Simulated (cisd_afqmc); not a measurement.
Species: Br2, charge 1, doublet. Br2+ (parent SMILES BrBr, doublet).
B3LYP-D3(BJ)/def2-TZVP minimum from Ansatz:
```xyz
2

Br     0.0000     0.0000    -1.1110
Br     0.0000     0.0000     1.1110
```
Charge +1, spin multiplicity 2.

Phaseless AFQMC (cisd_afqmc on Ansatz's integrals) in cc-pVTZ, frozen core: how the trial state and the time step act. The spread is the standard deviation of the local energy over walkers; bars are one sigma, widened where a walk drifts.

```tsv
trial	step (1/Eh)	walkers x blocks averaged	spread (Eh)	energy (Eh)
CISD	0.005	75900	0.038	-5144.8943 ± 0.0004
CISD	0.0025	44700	0.039	-5144.8948 ± 0.0004
HF	0.005	456100	0.179	-5144.8886 ± 0.0007
```

CCSDT(Q) in the same basis (Ansatz) gives -5144.8956 Eh.
